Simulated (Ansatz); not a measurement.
`[F][Ti]([Cl])([Cl])[Br]` and `[F][Ti]([F])([Cl])[Cl]` differ in one atom or group.

Ansatz, PBE0-D4/def2-TZVP geometries, multiplicity 1. 

Scalar relativity is left out up to krypton. Spin–orbit coupling is left out; it splits and shifts lone-pair levels of the heavy atoms by tenths of an eV.

| property | `[F][Ti]([Cl])([Cl])[Br]` |
| --- | --- |
| zero-point energy (PBE0-D4/def2-TZVP) / kJ/mol | 16.8 |
| size of the dipole moment (B3LYP/def2-TZVPP) / D | 0.39 |
| size of the dipole moment (ωB97M-V/def2-TZVPP) / D | 0.26 |
| LUMO energy (PBE/def2-TZVPP) / eV | -4.47 |
| HOMO–LUMO gap (PBE0/def2-TZVPP) / eV | 5.51 |
| ideal-gas entropy at 298 K and 1 bar (rigid rotor, harmonic PBE0-D4/def2-TZVP) / J/(mol·K) | 374 |

Problem. What does the change do to each property? (Estimate.)

Solution. Ansatz gave: 
```json
{"property": "zero-point energy (PBE0-D4/def2-TZVP) / kJ/mol", "`[F][Ti]([F])([Cl])[Cl]`": "20.3", "shift": "3.5"}
{"property": "size of the dipole moment (B3LYP/def2-TZVPP) / D", "`[F][Ti]([F])([Cl])[Cl]`": "0.32", "shift": "-0.07"}
{"property": "size of the dipole moment (ωB97M-V/def2-TZVPP) / D", "`[F][Ti]([F])([Cl])[Cl]`": "0.20", "shift": "-0.06"}
{"property": "LUMO energy (PBE/def2-TZVPP) / eV", "`[F][Ti]([F])([Cl])[Cl]`": "-4.40", "shift": "0.07"}
{"property": "HOMO–LUMO gap (PBE0/def2-TZVPP) / eV", "`[F][Ti]([F])([Cl])[Cl]`": "6.29", "shift": "0.78"}
{"property": "ideal-gas entropy at 298 K and 1 bar (rigid rotor, harmonic PBE0-D4/def2-TZVP) / J/(mol·K)", "`[F][Ti]([F])([Cl])[Cl]`": "345", "shift": "-29"}
```

With PBE0 the HOMO falls by 0.66 eV and the LUMO rises by 0.11 eV, so the gap widens by about 0.77 eV. PBE moves the HOMO by -0.53 eV and ωB97M-V by -0.74 eV. Dipoles are sizes alone; their direction can turn.

B3LYP here is the variant with VWN-RPA as its local correlation; programs differ in this.
